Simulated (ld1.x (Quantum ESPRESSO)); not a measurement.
beryllium TM: all-electron and pseudo phase curves

```json
{
 "Element": "beryllium (Be)",
 "Generator": "ld1.x (Quantum ESPRESSO) 7.5",
 "Type": "norm-conserving Troullier–Martins (Kleinman–Bylander form)",
 "Functional": "PBEsol",
 "Relativity": "scalar-relativistic",
 "Frozen core": "[He]",
 "Valence charge": "2",
 "Reference configuration": "2s1.5 2p0.5",
 "Partial waves": "2p (bound): rc 3.95 bohr; 2s (bound): rc 1.45 bohr",
 "Local potential": "the s channel",
 "Core correction": "Bessel-smoothed model core inside 1.40 bohr"
}
```

The phase is arctan(r·u′/u) with u = r·R(r), unwrapped; energies in Ry, scanned from -2 to 5 Ry. A pole is an energy at which the radial function vanishes at the test radius. The pseudo phase is shifted by a multiple of π to meet the all-electron one at the reference energy, and phase errors are pseudo minus all-electron; the curves can meet again beyond the range given. Levels narrower than the energy grid can be missing from the lists of poles.

```csv
channel,radius (bohr),reference energy (Ry),"poles, all-electron","poles, pseudo",unbroken range about the reference energy with phases within 0.05 rad,phase error 1 Ry above the reference energy (rad)
s,4.29,-0.43,"-0.30, 1.73","-0.30, 1.70, 4.70",below 2.7,-0.028
p,4.29,-0.17,"0.02, 1.74, 4.60","0.02, 2.00",below 0.5,+0.397
```

Phases in the p channel:

| E (Ry) | all-electron | pseudo |
| --- | --- | --- |
| -2.00 | 1.400 | 1.400 |
| -1.76 | 1.387 | 1.387 |
| -1.52 | 1.371 | 1.371 |
| -1.28 | 1.350 | 1.350 |
| -1.04 | 1.320 | 1.321 |
| -0.80 | 1.272 | 1.272 |
| -0.56 | 1.173 | 1.174 |
| -0.32 | 0.754 | 0.757 |
| -0.08 | -1.369 | -1.368 |
| 0.16 | -1.719 | -1.713 |
| 0.40 | -1.929 | -1.905 |
| 0.64 | -2.449 | -2.295 |
| 0.88 | -3.941 | -3.605 |
| 1.12 | -4.443 | -4.333 |
| 1.36 | -4.598 | -4.534 |
| 1.60 | -4.678 | -4.626 |
| 1.84 | -4.736 | -4.683 |
| 2.08 | -4.788 | -4.726 |
| 2.32 | -4.850 | -4.765 |
| 2.56 | -4.948 | -4.804 |
| 2.80 | -5.191 | -4.853 |
| 3.04 | -6.373 | -4.924 |
| 3.28 | -7.429 | -5.061 |
| 3.52 | -7.646 | -5.479 |
| 3.76 | -7.732 | -6.861 |
| 4.00 | -7.781 | -7.468 |
| 4.24 | -7.815 | -7.638 |
| 4.48 | -7.842 | -7.715 |
| 4.72 | -7.866 | -7.761 |
| 4.96 | -7.889 | -7.792 |
